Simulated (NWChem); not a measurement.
**Atomisation of CH₂Cl₃FSi**

```
Si
C 1 1.8909
F 2 1.3815 1 110.49
H 2 1.1054 3 109.71 1 -120.89
H 2 1.1054 4 107.78 3 119.41
Cl 1 2.0578 2 110.45 4 60.53
Cl 1 2.0578 2 110.45 4 -178.57
Cl 1 2.0644 2 107.19 4 -59.02
```
Charge 0, spin multiplicity 1.

All runs are NWChem calculations. All single points use one geometry, from B3LYP/def2-SVP, a minimum by its harmonic frequencies.

Basis set: def2-SVP. The atomisation energy is electronic alone: no zero-point, thermal, spin-orbit or counterpoise terms. No value is extrapolated to the basis-set limit. Free atoms are single determinants with multiplicities F 2, C 3, Si 3, Cl 2, H 2.

B3LYP has NWChem's definition, with VWN1-RPA local correlation. The structure started from a generated list of species. No SCF solution was tested for a lower state. Open-shell Hartree-Fock references start from PBE0 orbitals.

Q: For the atomisation energy, HF gives 488.0 kcal/mol and PBE0 gives 671.2 kcal/mol. What do B3LYP, PBE, M06-2X give?

A: B3LYP: 655.1 kcal/mol; PBE: 686.5 kcal/mol; M06-2X: 675.2 kcal/mol.
